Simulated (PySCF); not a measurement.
**29Si chemical shifts**

Level of theory: shieldings: GIAO PBE0/pcSseg-1, geometry from GFN2-xTB, in PySCF 2.14 (gas phase, rapidly exchanging positions averaged, single conformer, non-relativistic).

Shieldings were converted by a linear fit to measured shifts: 29Si: δ = 279.94 − 0.822σ (rms 8.9 ppm, 72 shifts, 25.8 ppm with the 6 outliers that the fit left out vs TMS, solution or neat liquid). Occasional misses reach two or three times the rms, and more in compound classes unlike the fitted ones.

Problem. Give the 29Si shifts of `N[SiH2][SiH2]/C([SiH3])=C\F`, `C=CO[SiH]1OCCO1`, `C=CC[SiH2][C@H]([SiH3])SC`, `CS[C@H]1C[C@@H]([SiH2][SiH3])C1`, `C[Si@@](P)(C[SiH3])C[SiH2]F`, `CCCN(C)[SiH2]N(C)C`, `CS/C=C\[C@@H](C)[SiH2][SiH3]`, `CC/C(=C\[SiH3])[SiH2]SC`, `C[SiH2]O[SiH2]C`.

Solution. 
| compound | environment | δ (ppm) |
| --- | --- | --- |
| [NH2:1][SiH2:2][SiH2:3]/[C:4]([SiH3:5])=[CH:6]\[F:7] | Si2: silicon bonded to N, Si, 2 H | -54.4 |
| [NH2:1][SiH2:2][SiH2:3]/[C:4]([SiH3:5])=[CH:6]\[F:7] | Si5: silicon bonded to C, 3 H | -66.0 |
| [NH2:1][SiH2:2][SiH2:3]/[C:4]([SiH3:5])=[CH:6]\[F:7] | Si3: silicon bonded to C, Si, 2 H | -80.4 |
| C=CO[SiH]1OCCO1 | silicon bonded to 3 O, H, in a 5-membered ring | -37.8 |
| [CH2:1]=[CH:2][CH2:3][SiH2:4][C@H:5]([SiH3:6])[S:7][CH3:8] | Si4: silicon bonded to 2 C, 2 H | -36.6 |
| [CH2:1]=[CH:2][CH2:3][SiH2:4][C@H:5]([SiH3:6])[S:7][CH3:8] | Si6: silicon bonded to C, 3 H | -58.7 |
| [CH3:1][S:2][C@H:3]1[CH2:4][C@@H:5]([SiH2:6][SiH3:7])[CH2:8]1 | Si6: silicon bonded to C, Si, 2 H | -67.1 |
| [CH3:1][S:2][C@H:3]1[CH2:4][C@@H:5]([SiH2:6][SiH3:7])[CH2:8]1 | Si7: silicon bonded to Si, 3 H | -108.0 |
| [CH3:1][Si@@:2]([PH2:3])([CH2:4][SiH3:5])[CH2:6][SiH2:7][F:8] | Si2: silicon bonded to 3 C, P | 0.5 |
| [CH3:1][Si@@:2]([PH2:3])([CH2:4][SiH3:5])[CH2:6][SiH2:7][F:8] | Si7: silicon bonded to C, F, 2 H | -0.2 |
| [CH3:1][Si@@:2]([PH2:3])([CH2:4][SiH3:5])[CH2:6][SiH2:7][F:8] | Si5: silicon bonded to C, 3 H | -69.7 |
| CCCN(C)[SiH2]N(C)C | silicon bonded to 2 N, 2 H | -30.2 |
| [CH3:1][S:2]/[CH:3]=[CH:4]\[C@@H:5]([CH3:6])[SiH2:7][SiH3:8] | Si7: silicon bonded to C, Si, 2 H | -58.9 |
| [CH3:1][S:2]/[CH:3]=[CH:4]\[C@@H:5]([CH3:6])[SiH2:7][SiH3:8] | Si8: silicon bonded to Si, 3 H | -105.7 |
| [CH3:1][CH2:2]/[C:3](=[CH:4]\[SiH3:5])[SiH2:6][S:7][CH3:8] | Si6: silicon bonded to C, S, 2 H | -31.1 |
| [CH3:1][CH2:2]/[C:3](=[CH:4]\[SiH3:5])[SiH2:6][S:7][CH3:8] | Si5: silicon bonded to C, 3 H | -82.5 |
| C[SiH2]O[SiH2]C | silicon bonded to C, O, 2 H (×2) | -26.7 |
